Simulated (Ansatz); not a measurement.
Two members of one family (Same ligands, another metal), computed with Ansatz in the gas phase; def2 core potentials for Ta, no spin–orbit coupling. Binding counts from free atoms in the multiplicity of their measured ground term, without zero-point energy. Names give formal oxidation states. A dash marks a value that wasn't run or was left out as unsound. The structures are stationary points that may keep the symmetry of their start. Remarks come from the PBE and PBE0 runs and from stability tests at other levels; not every state was tested.

First: Ta(NH)(OH)3 (singlet, charge 0, PBE0-D4/def2-SVP geometry).

```
atom   x (Å)   y (Å)   z (Å)
 Ta1  -0.076   0.220   0.018
  N2   0.484  -1.453  -0.123
  H3   0.805  -2.409  -0.202
  O4  -1.903   0.322  -0.541
  H5  -2.539  -0.320  -0.863
  O6   1.007   1.338  -1.095
  H7   1.754   1.171  -1.675
  O8   0.079   0.780   1.841
  H9   0.390   0.351   2.640
```

```tsv
level	HOMO (eV)	LUMO (eV)	gap (eV)	binding per atom (eV)
PBE-D4/def2-SVP	-6.20	-0.53	5.67	4.60
PBE-D4/def2-TZVP	-6.27	-0.71	5.56	4.59
r2SCANh-D4/def2-TZVP	-7.06	0.04	7.10	4.38
PBE0-D4/def2-SVP	-7.62	0.20	7.82	4.38
ωB97M-V/def2-TZVP	-9.96	1.25	11.21	4.41
```

Metal–donor distances: 1 × N 1.77 Å, 3 × O 1.91 Å.

Second: V(NH)(OH)3 (singlet, charge 0, PBE0-D4/def2-SVP geometry).

Cartesian coordinates in Å:
```
V 0.129 0.179 0.185
N -0.587 -0.811 -0.843
H -1.044 -1.442 -1.499
O -0.315 1.832 -0.213
H -0.901 2.053 -0.944
O 1.870 -0.027 0.053
H 2.276 -0.650 -0.558
O -0.402 -0.213 1.815
H -1.026 -0.920 2.004
```

Problem. Estimate how these quantities change from the first to the second (second minus first).

Solution. 
```csv
level,Δ HOMO (eV),Δ LUMO (eV),Δ gap (eV),Δ binding per atom (eV)
PBE-D4/def2-SVP,-0.37,-1.50,-1.14,–
PBE-D4/def2-TZVP,-0.75,-1.72,-0.97,–
r2SCANh-D4/def2-TZVP,-0.89,-2.13,-1.24,–
PBE0-D4/def2-SVP,-0.70,-1.52,-0.83,-0.47
ωB97M-V/def2-TZVP,-1.04,-0.59,0.45,-0.53
```

Metal–donor distances: 1 × N 1.60 Å, 3 × O 1.76 Å. Remarks: restricted SCF unstable in HF.
